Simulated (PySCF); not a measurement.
C5H13AlO, triplet, at a GFN2-xTB geometry (such geometries of metal compounds can be far from the true shape) (a higher spin typed on purpose: for a closed-shell molecule this is an excited state), with bond 18-13 at 2.4 times its length; CASSCF(4,6)+NEVPT2/STO-3G in PySCF.

Input for PySCF:
```python
from pyscf import gto, scf, mcscf, mrpt
import numpy

mol = gto.Mole()
mol.atom = '''
    Al    0.753107    0.178107    1.267614
    C    -1.043511   -0.273915    2.427183
    H    -0.993539   -1.357799    2.449765
    H    -1.960946    0.055457    1.953262
    H    -0.937959    0.139421    3.421847
    C    -0.047664    2.202290    1.467361
    H     0.671812    2.755468    0.872268
    H    -0.006794    2.505438    2.505421
    H    -1.045307    2.311990    1.058041
    O     0.605477   -0.364737   -0.298832
    C     0.371206   -0.772625   -1.611221
    C     0.117333    0.443392   -2.501263
    C    -0.813268   -1.737071   -1.657570
    H     1.270382   -1.296086   -1.972303
    H    -0.771831    0.967166   -2.157159
    H    -0.023597    0.135480   -3.534409
    H     0.963659    1.124057   -2.444495
    H    -0.350429   -3.779758   -0.099976
    H    -1.709445   -1.230124   -1.306531
    H    -0.974794   -2.092199   -2.672395
'''
mol.basis = 'sto-3g'
mol.charge = 0
mol.spin = 2
mol.verbose = 4
mol.build()

mf = scf.ROHF(mol)
mf.kernel()
mc = mcscf.CASSCF(mf, 6, 4)
mc.fix_spin_(ss=2.0)
mc.kernel()
occ = numpy.linalg.eigvalsh(mc.fcisolver.make_rdm1(mc.ci, mc.ncas, mc.nelecas))[::-1]
ss = mc.fcisolver.spin_square(mc.ci, mc.ncas, mc.nelecas)[0]
print('natural occupations', occ.round(4), ' <S^2>', round(ss, 4))
e2 = mrpt.NEVPT(mc).kernel()
print('E(NEVPT2) = %.10f' % (mc.e_tot + e2))
```

Predict the main parts of the log of this PySCF run.


```
PySCF version 2.14.0

[INPUT] verbose = 4
[INPUT] num. atoms = 20
[INPUT] num. electrons = 64
[INPUT] charge = 0
[INPUT] spin (= nelec alpha-beta = 2S) = 2
[INPUT] symmetry False subgroup None
[INPUT] Mole.unit = angstrom
[INPUT] Symbol           X                Y                Z      unit          X                Y                Z       unit  Magmom
[...]
nuclear repulsion = 362.251245765994
number of shells = 36
number of NR pGTOs = 156
number of NR cGTOs = 52
basis = sto-3g
ecp = {}

******** <class 'pyscf.scf.rohf.ROHF'> ********
method = ROHF
initial guess = minao
damping factor = 0
level_shift factor = 0
DIIS = <class 'pyscf.scf.diis.CDIIS'>
diis_start_cycle = 1
diis_space = 8
diis_damp = 0
SCF conv_tol = 1e-09
SCF conv_tol_grad = None
SCF max_cycles = 50
direct_scf = True
direct_scf_tol = 1e-13
num. doubly occ = 31  num. singly occ = 2
Set gradient conv threshold to 3.16228e-05
init E= -507.42139280657
[...]
cycle= 1 E= -506.741306245951  delta_E= 0.68  |g|= 0.601  |ddm|= 3.63

WARN: HOMO 0.215349520994388 >= LUMO 0.0587873058180483

cycle= 2 E= -507.030341732294  delta_E= -0.289  |g|= 0.596  |ddm|= 1.73
[...]
cycle= 3 E= -507.17184653307  delta_E= -0.142  |g|= 0.164  |ddm|= 0.739
[...]
cycle= 4 E= -507.18130649877  delta_E= -0.00946  |g|= 0.0675  |ddm|= 0.388
[...]
cycle= 5 E= -507.184483633986  delta_E= -0.00318  |g|= 0.0427  |ddm|= 0.314
[...]
cycle= 6 E= -507.184960343188  delta_E= -0.000477  |g|= 0.0378  |ddm|= 0.288
[...]
cycle= 7 E= -507.18850701089  delta_E= -0.00355  |g|= 0.0114  |ddm|= 0.17
[...]
cycle= 8 E= -507.188721576099  delta_E= -0.000215  |g|= 0.00362  |ddm|= 0.0478
[...]
cycle= 9 E= -507.188745006234  delta_E= -2.34e-05  |g|= 0.00121  |ddm|= 0.0162
[...]
cycle= 10 E= -507.188747242991  delta_E= -2.24e-06  |g|= 0.000339  |ddm|= 0.00434
[...]
cycle= 11 E= -507.188747363662  delta_E= -1.21e-07  |g|= 0.000173  |ddm|= 0.00108
[...]
cycle= 12 E= -507.188747389167  delta_E= -2.55e-08  |g|= 0.000119  |ddm|= 0.000787
[...]
cycle= 13 E= -507.188747417227  delta_E= -2.81e-08  |g|= 4.21e-05  |ddm|= 0.000457
[...]
cycle= 14 E= -507.188747419819  delta_E= -2.59e-09  |g|= 2.36e-05  |ddm|= 0.000179
[...]
cycle= 15 E= -507.188747420733  delta_E= -9.14e-10  |g|= 1.01e-05  |ddm|= 0.000108
[...]
Extra cycle  E= -507.188747419573  delta_E= 1.16e-09  |g|= 2.29e-05  |ddm|= 0.00012
converged SCF energy = -507.188747419573

******** <class 'pyscf.mcscf.mc1step.CASSCF'> ********
CAS (3e+1e, 6o), ncore = 30, nvir = 16
max_cycle_macro = 50
max_cycle_micro = 4
conv_tol = 1e-07
conv_tol_grad = None
orbital rotation max_stepsize = 0.02
orbital rotation threshold for CI restart = 0.01
augmented hessian ah_max_cycle = 30
augmented hessian ah_conv_tol = 1e-12
augmented hessian ah_linear dependence = 1e-14
augmented hessian ah_level shift = 1e-08
augmented hessian ah_start_tol = 2.5
augmented hessian ah_start_cycle = 3
augmented hessian ah_grad_trust_region = 3
kf_trust_region = 3
kf_interval = 4
ci_response_space = 4
ci_grad_trust_region = 3
with_dep4 0
natorb = False
canonicalization = True
sorting_mo_energy = False
ao2mo_level = 2
internal_rotation = False
******** <class 'pyscf.fci.addons.SpinPenaltyFCISolver'> ********
max. cycles = 50
conv_tol = 1e-08
davidson only = True
linear dependence = 1e-12
level shift = 0.001
max iter space = 12
nroots = 1
pspace_size = 400
spin = None
CASCI E = -507.194671608645  S^2 = 2.0000000
Set conv_tol_grad to 0.000316228
macro iter   1 ( 21 JK    4 micro), CASSCF E = -507.202246706034  dE = -7.57509739e-03  S^2 = 2.0000000
               |grad[o]|=0.0118  |grad[c]|=0.0103  |ddm|=0.0355  |maxRot[o]|=0.313
macro iter   2 ( 21 JK    4 micro), CASSCF E = -507.207779638187  dE = -5.53293215e-03  S^2 = 2.0000000
               |grad[o]|=0.0179  |grad[c]|=0.0202  |ddm|=0.0548  |maxRot[o]|=0.204
macro iter   3 ( 21 JK    4 micro), CASSCF E = -507.211600939679  dE = -3.82130149e-03  S^2 = 2.0000000
               |grad[o]|=0.0144  |grad[c]|=0.0138  |ddm|=0.0273  |maxRot[o]|=0.161
macro iter   4 ( 21 JK    4 micro), CASSCF E = -507.213339402201  dE = -1.73846252e-03  S^2 = 2.0000000
               |grad[o]|=0.0145  |grad[c]|=0.00467  |ddm|=0.0222  |maxRot[o]|=0.249
macro iter   5 ( 21 JK    4 micro), CASSCF E = -507.214187351761  dE = -8.47949559e-04  S^2 = 2.0000000
               |grad[o]|=0.0107  |grad[c]|=0.00307  |ddm|=0.0119  |maxRot[o]|=0.264
macro iter   6 ( 21 JK    4 micro), CASSCF E = -507.214446383640  dE = -2.59031879e-04  S^2 = 2.0000000
               |grad[o]|=0.00654  |grad[c]|=0.00125  |ddm|=0.0116  |maxRot[o]|=  0.3
macro iter   7 ( 17 JK    4 micro), CASSCF E = -507.214469531080  dE = -2.31474405e-05  S^2 = 2.0000000
               |grad[o]|=0.0023  |grad[c]|=0.000253  |ddm|=0.00729  |maxRot[o]|=0.109
macro iter   8 ( 16 JK    3 micro), CASSCF E = -507.214469989244  dE = -4.58163186e-07  S^2 = 2.0000000
               |grad[o]|=0.000175  |grad[c]|=4.19e-05  |ddm|=0.000492  |maxRot[o]|=0.0156
macro iter   9 (  4 JK    1 micro), CASSCF E = -507.214470009966  dE = -2.07228368e-08  S^2 = 2.0000000
               |grad[o]|=8.85e-05  |grad[c]|=2.53e-05  |ddm|=5.2e-05  |maxRot[o]|=0.00292
1-step CASSCF converged in   9 macro (163 JK  32 micro) steps
CASSCF canonicalization
Density matrix diagonal elements [1.90988493e+00 1.00000719e+00 1.00000773e+00 6.87592325e-02
 2.03463728e-02 9.94539834e-04]
CASSCF energy = -507.214470009966
CASCI E = -507.214470009966  E(CI) = -2.63923078679562  S^2 = 2.0000000
natural occupations [1.9175e+00 1.0000e+00 1.0000e+00 8.1300e-02 7.0000e-04 5.0000e-04]  <S^2> 2.0

******** <class 'pyscf.mrpt.nevpt2.NEVPT'> ********
NEVPT2 (3e+1e, 6o), ncore = 30, nvir = 16
root = 0
Natural occ [1.91752063e+00 1.00001285e+00 9.99999955e-01 8.12698180e-02
 7.01290108e-04 4.95462884e-04]
Natural orbital (expansion on meta-Lowdin AOs) in CAS space
               #1        #2        #3        #4        #5
0 Al 1s         -0.00192   0.00003   0.00000  -0.00100  -0.00027
0 Al 2s          0.00790  -0.00016   0.00003   0.00500   0.00142
0 Al 3s          0.40847  -0.00968  -0.00190   0.55171  -0.01231
0 Al 2px         0.00307   0.00009  -0.00001   0.00383  -0.01350
0 Al 2py         0.00597  -0.00015  -0.00013   0.00671  -0.00773
0 Al 2pz        -0.00876  -0.00037  -0.00011  -0.01148  -0.00574
0 Al 3px        -0.13955  -0.00468  -0.00067   0.04494   0.55208
0 Al 3py        -0.25013   0.00880   0.00044  -0.31570   0.28083
0 Al 3pz         0.30699   0.01185   0.00144   0.38321   0.25858
1 C 1s           0.00126  -0.00003   0.00002   0.00289  -0.00021
1 C 2s           0.26263   0.00416  -0.00176  -0.24262  -0.01088
1 C 2px          0.56990   0.00813  -0.00024  -0.43313   0.24971
1 C 2py          0.22006   0.00100   0.00401  -0.16536   0.25820
1 C 2pz         -0.38722  -0.00584   0.00015   0.30187   0.29929
2 H 1s          -0.06503  -0.00008   0.00062  -0.01764   0.24619
3 H 1s          -0.05003  -0.00101   0.00045   0.06836   0.26973
4 H 1s          -0.04806  -0.00221   0.00087   0.01439  -0.35979
5 C 1s           0.00099  -0.00000  -0.00000   0.00076   0.00059
5 C 2s          -0.08826   0.00112   0.00047  -0.07256  -0.05885
5 C 2px         -0.04364   0.00132   0.00048  -0.06082  -0.05214
5 C 2py          0.17501  -0.00406  -0.00138   0.16553   0.11441
5 C 2pz          0.00575  -0.00063  -0.00015   0.00515   0.00266
6 H 1s           0.03161   0.00025   0.00009   0.01443  -0.00466
7 H 1s          -0.00560  -0.00129  -0.00026   0.00047  -0.00437
8 H 1s           0.00183  -0.00046  -0.00016   0.03040   0.03407
9 O 1s           0.00073  -0.00027  -0.00005   0.00121  -0.00179
9 O 2s          -0.05784   0.02040   0.00334  -0.08450   0.11153
9 O 2px          0.05471  -0.00377   0.00040  -0.09279  -0.14785
9 O 2py          0.03990  -0.01713  -0.00110   0.08405   0.00456
9 O 2pz         -0.06566  -0.03358  -0.00794  -0.09555   0.10606
10 C 1s         -0.00020  -0.00070  -0.00011  -0.00036   0.00014
10 C 2s          0.01552   0.02455   0.00280   0.02679  -0.00833
10 C 2px         0.00585  -0.04706  -0.01106   0.01736  -0.00000
10 C 2py         0.01751  -0.06610  -0.00447   0.02610  -0.00579
10 C 2pz         0.02867  -0.00659  -0.00420   0.06018  -0.02233
11 C 1s          0.00009   0.00099   0.00019   0.00023  -0.00003
11 C 2s         -0.00500  -0.06286  -0.01139  -0.01463   0.00035
11 C 2px        -0.00258  -0.00537  -0.00220  -0.00439   0.00206
11 C 2py         0.00807   0.09213   0.01311   0.02307   0.00082
11 C 2pz        -0.00420  -0.05738  -0.00917  -0.01833   0.00224
12 C 1s         -0.00006   0.00065   0.00074   0.00010   0.00006
12 C 2s          0.00778  -0.34074  -0.07766  -0.00659  -0.00617
12 C 2px         0.01066  -0.17074  -0.02985  -0.00535  -0.01019
12 C 2py         0.00190   0.70430   0.13135   0.00003  -0.01060
12 C 2pz         0.00305  -0.53215  -0.09868  -0.00854   0.00148
13 H 1s         -0.01016   0.04574   0.00790   0.01437   0.02347
14 H 1s         -0.00281  -0.00533  -0.00194  -0.00257   0.00337
15 H 1s          0.00653  -0.00959  -0.00190   0.01673  -0.00207
16 H 1s         -0.00255   0.04922   0.00836  -0.00545  -0.00009
17 H 1s          0.00137  -0.18592   0.98239  -0.00119   0.00003
18 H 1s         -0.00354   0.07641   0.00992  -0.00190   0.00493
19 H 1s          0.00088   0.07184   0.01024   0.01279   0.00102
               #6
0 Al 1s          0.00006
0 Al 2s         -0.00065
0 Al 3s          0.12627
0 Al 2px         0.01042
0 Al 2py        -0.01128
0 Al 2pz        -0.00238
0 Al 3px        -0.35722
0 Al 3py         0.39833
0 Al 3pz         0.04611
1 C 1s           0.00045
1 C 2s          -0.00112
1 C 2px         -0.31774
1 C 2py          0.42669
1 C 2pz         -0.04109
2 H 1s           0.38972
3 H 1s          -0.38636
4 H 1s          -0.09333
5 C 1s           0.00239
5 C 2s          -0.14734
5 C 2px         -0.07406
5 C 2py          0.23828
5 C 2pz          0.02354
6 H 1s           0.01493
7 H 1s          -0.00045
8 H 1s           0.00491
9 O 1s          -0.00023
9 O 2s           0.01967
9 O 2px          0.09157
9 O 2py         -0.07468
9 O 2pz          0.02973
10 C 1s          0.00004
10 C 2s         -0.00259
10 C 2px         0.00281
10 C 2py        -0.00650
10 C 2pz        -0.00789
11 C 1s         -0.00012
11 C 2s          0.00831
11 C 2px         0.00143
11 C 2py        -0.01258
11 C 2pz         0.00803
12 C 1s         -0.00006
12 C 2s          0.00425
12 C 2px         0.00185
12 C 2py         0.00367
12 C 2pz         0.00064
13 H 1s         -0.01810
14 H 1s         -0.00035
15 H 1s         -0.00553
16 H 1s          0.00091
17 H 1s         -0.00109
18 H 1s         -0.00107
19 H 1s         -0.00348
<CAS-nat-orb|mo-hf>  31     28       0.53986663
<CAS-nat-orb|mo-hf>  31     31       0.75425677
<CAS-nat-orb|mo-hf>  32     32      -0.68241163
<CAS-nat-orb|mo-hf>  32     33       0.73096117
<CAS-nat-orb|mo-hf>  33     32       0.73096532
<CAS-nat-orb|mo-hf>  33     33       0.68241441
<CAS-nat-orb|mo-hf>  34     34       0.76776190
<CAS-nat-orb|mo-hf>  34     35      -0.48525411
<CAS-nat-orb|mo-hf>  35     35       0.40117841
<CAS-nat-orb|mo-hf>  35     36       0.42007220
<CAS-nat-orb|mo-hf>  35     50      -0.46482682
<CAS-nat-orb|mo-hf>  36     37      -0.47995037
<CAS-nat-orb|mo-hf>  36     46       0.53437359
<CAS-nat-orb|mo-hf>  36     51      -0.44732720
Sr    (-1)',   E = -0.00000723184732
Si    (+1)',   E = -0.00403336908714
Sijrs (0)  ,   E = -0.22381071522125
Sijr  (+1) ,   E = -0.04626698172721
Srsi  (-1) ,   E = -0.00591454822550
Srs   (-2) ,   E = -0.00022173711861
Sij   (+2) ,   E = -0.01040425266309
Sir   (0)' ,   E = -0.01503269693690
Nevpt2 Energy = -0.305691532827034
E(NEVPT2) = -507.5201615428
```
